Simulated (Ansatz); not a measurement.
B6Os⁻, relaxed as a doublet with UKS PBE-D4/def2-SVPD in Ansatz, starting from the GFN1-xTB geometry. Force threshold 0.02 eV/Å.

In the def2 sets Os takes a core potential; there is no spin–orbit coupling. Another isomer (doublet) lies 0.45 eV lower at PBE0-D4/def2-TZVPD; other spin states weren't run for this one.

Start:

Cartesian coordinates in Å:
```
Os -0.0847 1.2591 -0.8847
B -1.1335 -0.8425 0.2531
B -1.1538 0.5852 0.8322
B 0.2345 -1.1967 -0.5168
B 0.8273 -0.4628 0.8618
B 0.8099 -0.3544 -1.7243
B 0.5003 1.0120 1.1786
```

Q: Estimate the energy that the relaxation releases and the steps that it takes.

A: 24.0 kcal/mol, in 10 steps; 94 s on 4 threads of Intel Xeon on a shared host. No frequencies were taken in this run, so the end may be a saddle point.

Q: Does the start keep its bonding?

A: Bonds formed: B3–B5 (atoms count from 1).

Q: Predict the relaxed structure.

A: 
Cartesian coordinates in Å:
```
Os -0.125 1.022 -0.862
B -1.127 -0.796 0.218
B -0.970 0.506 1.129
B 0.122 -1.245 -0.678
B 0.550 -0.403 0.768
B 1.064 -0.295 -1.647
B 0.487 1.211 1.071
```
Bond lengths: 8 × B–B 1.60 to 1.81 Å; 6 × B–Os 1.94 to 2.34 Å.
